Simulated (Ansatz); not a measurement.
Energy needed to pull apart CH3BOS (SMILES OB1CS1), singlet, into free ground-state atoms, from the structure below (at a frame of a short PBE0-D4/def2-SVP trajectory); no zero-point or spin–orbit terms; open-shell atoms are treated unrestricted, in their ground-state multiplicity.

```
atom    x (Å)    y (Å)    z (Å)
  O1  -1.0623   1.1491  -0.7187
  B2  -0.3099   0.2247  -0.2274
  C3   0.8375  -0.2676   0.5295
  S4  -0.3491  -1.5555  -0.0522
  H5  -1.9234   1.1274  -1.1434
  H6   1.0234  -0.2496   1.6180
  H7   1.7956  -0.2682  -0.0231
```

Program: Ansatz 0.2.0. Basis: def2-TZVPP. Cores are frozen in the correlated methods.

```json
{"method": "PBE-D4", "atomization energy (eV)": "29.76"}
{"method": "r2SCAN-D4", "atomization energy (eV)": "?"}
{"method": "PBE0-D4", "atomization energy (eV)": "29.06"}
{"method": "wB97M-V", "atomization energy (eV)": "?"}
{"method": "HF", "atomization energy (eV)": "20.51"}
{"method": "MP2", "atomization energy (eV)": "28.75"}
{"method": "CCSD", "atomization energy (eV)": "27.24"}
{"method": "CCSD(T)", "atomization energy (eV)": "27.80"}
```

(1) What does r2SCAN-D4 give? (Judge from chemistry; the value comes from the calculation.)

(2) What does wB97M-V give? (To be estimated.)

The T1 diagnostic stays at or below 0.014.

Results:

(1) Computed: 29.10 eV, which is about 1.31 eV more than CCSD(T)/def2-TZVPP.

(2) Computed: 28.96 eV, which is about 1.17 eV more than CCSD(T)/def2-TZVPP.

In triple zeta the MP2 and coupled-cluster atomization energies are still short of their basis limit by a few kcal/mol a bond, whereas those of the functionals are nearly converged, so these differences are not deviations from converged CCSD(T).

For scale, one of the runs: CCSD(T)/def2-TZVPP forces, 177 basis functions, launched by `ansatz run in.yaml --threads 2 --pin off --events-out ev --progress --plain --max-ram 3481MiB`. Hardware: 2 CPU threads of an Arm Neoverse V2, shared host. Wall time 3.3 min; peak host memory 2.9 GiB.
